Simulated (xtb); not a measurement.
Job for xtb: GFN2-xTB on H2SSi (SMILES [SiH]S), a point of a torsion scan.

```
$ xtb mol.xyz --gfn 2 --sp --chrg 0 --uhf 0
4

Si     0.96638909     0.64862776    -0.45862663
S     -1.03006362     0.49299324     0.45472293
H      1.51601705    -0.55155287     0.21068267
H     -1.65881360     0.38921039    -0.70610046
```

The log:

```
[...]
           -------------------------------------------------
          |                Calculation Setup                |
           -------------------------------------------------



           -------------------------------------------------
          |                 G F N 2 - x T B                 |
           -------------------------------------------------

        Reference                      10.1021/acs.jctc.8b01176
      * Hamiltonian:
        H0-scaling (s, p, d)           1.850000    2.230000    2.230000
        zeta-weighting                 0.500000
      * Dispersion:
        s8                             2.700000
        a1                             0.520000
        a2                             5.000000
        s9                             5.000000
      * Repulsion:
        kExp                           1.500000    1.000000
        rExp                           1.000000
      * Coulomb:
        alpha                          2.000000
        third order                    shell-resolved
        anisotropic                    true
        a3                             3.000000
        a5                             4.000000
        cn-shift                       1.200000
        cn-exp                         4.000000
        max-rad                        5.000000


          ...................................................
          :                      SETUP                      :
          :.................................................:
          :  # basis functions                  22          :
          :  # atomic orbitals                  20          :
          :  # shells                            8          :
          :  # electrons                        12          :
          :  max. iterations                   250          :
          :  Hamiltonian                  GFN2-xTB          :
          :  restarted?                      false          :
          :  GBSA solvation                  false          :
          :  PC potential                    false          :
          :  electronic temp.          300.0000000     K    :
          :  accuracy                    1.0000000          :
          :  -> integral cutoff          0.2500000E+02      :
          :  -> integral neglect         0.1000000E-07      :
          :  -> SCF convergence          0.1000000E-05 Eh   :
          :  -> wf. convergence          0.1000000E-03 e    :
          :  Broyden damping             0.4000000          :
          :  net charge                          0          :
          :  unpaired electrons                  0          :
          ...................................................

 iter      E             dE          RMSdq      gap      omega  full diag
   1     -5.9596605 -0.595966E+01  0.126E+01    1.96       0.0  T
   2     -5.9766997 -0.170392E-01  0.794E+00    1.83       1.0  T
   3     -5.9786164 -0.191671E-02  0.329E+00    1.89       1.0  T
   4     -5.9788116 -0.195194E-03  0.119E+00    2.01       1.0  T
   5     -5.9788944 -0.827871E-04  0.238E-01    2.02       1.0  T
   6     -5.9788934  0.984168E-06  0.190E-01    2.06       1.0  T
   7     -5.9789073 -0.138646E-04  0.613E-02    2.03       1.0  T
   8     -5.9789126 -0.535891E-05  0.512E-02    2.04       1.0  T
   9     -5.9789133 -0.686553E-06  0.126E-02    2.04       4.0  T
  10     -5.9789135 -0.216529E-06  0.180E-03    2.04      27.8  T
  11     -5.9789135 -0.490310E-09  0.635E-04    2.04      78.8  T
  12     -5.9789135  0.398082E-10  0.266E-04    2.04     188.3  T

   *** convergence criteria satisfied after 12 iterations ***

         #    Occupation            Energy/Eh            Energy/eV
      -------------------------------------------------------------
         1        2.0000           -0.7115471             -19.3622
         2        2.0000           -0.6268109             -17.0564
         3        2.0000           -0.4795579             -13.0494
         4        2.0000           -0.4106389             -11.1741
         5        2.0000           -0.3761055             -10.2344
         6        2.0000           -0.3458214              -9.4103 (HOMO)
         7                         -0.2709167              -7.3720 (LUMO)
         8                         -0.2086076              -5.6765
         9                         -0.1561020              -4.2478
        10                         -0.1393237              -3.7912
        11                         -0.0883464              -2.4040
       ...                                ...                  ...
        20                          0.6298892              17.1402
      -------------------------------------------------------------
                  HL-Gap            0.0749047 Eh            2.0383 eV
             Fermi-level           -0.3083690 Eh           -8.3911 eV

 SCC (total)                   0 d,  0 h,  0 min,  0.005 sec
 SCC setup                      ...        0 min,  0.000 sec (  1.997%)
 Dispersion                     ...        0 min,  0.000 sec (  0.625%)
 classical contributions        ...        0 min,  0.000 sec (  0.293%)
 integral evaluation            ...        0 min,  0.001 sec ( 14.962%)
 iterations                     ...        0 min,  0.003 sec ( 56.634%)
 molecular gradient             ...        0 min,  0.001 sec ( 22.139%)
 printout                       ...        0 min,  0.000 sec (  2.983%)

         :::::::::::::::::::::::::::::::::::::::::::::::::::::
         ::                     SUMMARY                     ::
         :::::::::::::::::::::::::::::::::::::::::::::::::::::
         :: total energy              -5.955384569521 Eh    ::
         :: gradient norm              0.005297762546 Eh/a0 ::
         :: HOMO-LUMO gap              2.038260074374 eV    ::
         ::.................................................::
         :: SCC energy                -5.978913515667 Eh    ::
         :: -> isotropic ES            0.012252855853 Eh    ::
         :: -> anisotropic ES         -0.001711775362 Eh    ::
         :: -> anisotropic XC         -0.007863296571 Eh    ::
         :: -> dispersion             -0.001861735652 Eh    ::
         :: repulsion energy           0.023528946146 Eh    ::
         :: add. restraining           0.000000000000 Eh    ::
         :: total charge              -0.000000000000 e     ::
         :::::::::::::::::::::::::::::::::::::::::::::::::::::

           -------------------------------------------------
          |                Property Printout                |
           -------------------------------------------------

    * Orbital Energies and Occupations

         #    Occupation            Energy/Eh            Energy/eV
      -------------------------------------------------------------
         1        2.0000           -0.7115471             -19.3622
         2        2.0000           -0.6268109             -17.0564
         3        2.0000           -0.4795579             -13.0494
         4        2.0000           -0.4106389             -11.1741
         5        2.0000           -0.3761055             -10.2344
         6        2.0000           -0.3458214              -9.4103 (HOMO)
         7                         -0.2709167              -7.3720 (LUMO)
         8                         -0.2086076              -5.6765
         9                         -0.1561020              -4.2478
        10                         -0.1393237              -3.7912
        11                         -0.0883464              -2.4040
        12                         -0.0706083              -1.9214
        13                         -0.0475536              -1.2940
        14                          0.0025992               0.0707
        15                          0.0117685               0.3202
Note: The following floating-point exceptions are signalling: IEEE_DENORMAL
normal termination of xtb
        16                          0.0476624               1.2970
        17                          0.0568282               1.5464
       ...                                ...                  ...
        20                          0.6298892              17.1402
      -------------------------------------------------------------
                  HL-Gap            0.0749047 Eh            2.0383 eV
             Fermi-level           -0.3083690 Eh           -8.3911 eV

     #   Z          covCN         q      C6AA      α(0)
     1  14 Si       1.782     0.392   184.677    28.881
     2  16 S        1.792    -0.462   161.688    21.403
     3   1 H        0.913    -0.070     4.627     3.364
     4   1 H        0.923     0.140     1.460     1.889

 Mol. C6AA /au·bohr⁶  :        867.186349
 Mol. C8AA /au·bohr⁸  :      45846.272656
 Mol. α(0) /au        :         55.537058


Wiberg/Mayer (AO) data.
largest (>0.10) Wiberg bond orders for each atom

 ---------------------------------------------------------------------------
     #   Z sym  total        # sym  WBO       # sym  WBO       # sym  WBO
 ---------------------------------------------------------------------------
     1  14 Si   2.060 --     2 S    1.080     3 H    0.964
     2  16 S    2.076 --     1 Si   1.080     4 H    0.965
     3   1 H    0.995 --     1 Si   0.964
     4   1 H    0.980 --     2 S    0.965
 ---------------------------------------------------------------------------

Topologies differ in total number of bonds
Writing topology from bond orders to xtbtopo.mol

molecular dipole:
                 x           y           z       tot (Debye)
 q only:        0.974       0.226      -0.952
   full:        0.751      -0.177      -0.648       2.560
molecular quadrupole (traceless):
                xx          xy          yy          xz          yz          zz
 q only:        0.169       2.402      -0.088       0.988      -1.342      -0.081
  q+dip:       -0.426       0.660       0.499       3.692      -0.778      -0.073
   full:        0.529       0.882      -0.993       4.616       1.656       0.464


           -------------------------------------------------
          | TOTAL ENERGY               -5.955384569521 Eh   |
          | GRADIENT NORM               0.005297762546 Eh/α |
          | HOMO-LUMO GAP               2.038260074374 eV   |
           -------------------------------------------------

------------------------------------------------------------------------
------------------------------------------------------------------------
 total:
 SCF:
```

The run finished.

Cost: about 0.04 core-seconds (a rough figure).
